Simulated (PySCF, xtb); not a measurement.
B(F)(OH)(NMe2) (C2H7BFNO), SMILES CN(C)B(O)F. The values are those of a single conformer.

Harmonic wavenumbers (cm⁻¹) from xtb with GFN2-xTB at its own minimum, in rising order: 77, 124, 168, 240, 271, 355, 426, 443, 459, 527, 721, 899, 1024, 1058, 1095, 1137, 1181, 1214, 1284, 1413, 1415, 1453, 1470, 1479, 1488, 1515, 2917, 2929, 2943, 2953, 3020, 3064, 3666.

### Question
What does PySCF with PBE0-D3(BJ)/def2-SVP give at its own minimum? (Estimate from the structure and the level; the computed values follow.)

### Answer
54, 128, 185, 256, 262, 371, 419, 463, 492, 660, 744, 945, 1051, 1088, 1116, 1174, 1242, 1289, 1419, 1446, 1457, 1464, 1468, 1475, 1485, 1585, 3008, 3015, 3070, 3078, 3142, 3191, 3959. Paired by order, the mean absolute difference is 57 cm⁻¹ and the zero-point energies are 63.5 and 66.1 kcal/mol.
